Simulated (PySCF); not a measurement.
All values below come from B3LYP-D3(BJ)/def2-TZVP // PBE0-D4/def2-TZVP run with PySCF 2.14.0. Gas-phase values, no solvent. B3LYP has the VWN-RPA correlation part, as in Gaussian. Delta-SCF ions had no search for a lower state. 

Reference species (SMILES): `[InH3]` (neutral, multiplicity 1).

- vertical ionisation energy (Delta-SCF): 10.59 eV
- LUMO: -2.20 eV

Changed species: `[CH3][InH2]` (1 of 3 H replaced by CH3; the reference has 0 of 3 H replaced by CH3).

Predict the effect on the vertical ionisation energy (Delta-SCF) and LUMO.

the vertical ionisation energy (Delta-SCF) drops by 0.89 eV, to 9.70 eV; the LUMO rises by 0.36 eV, to -1.84 eV.
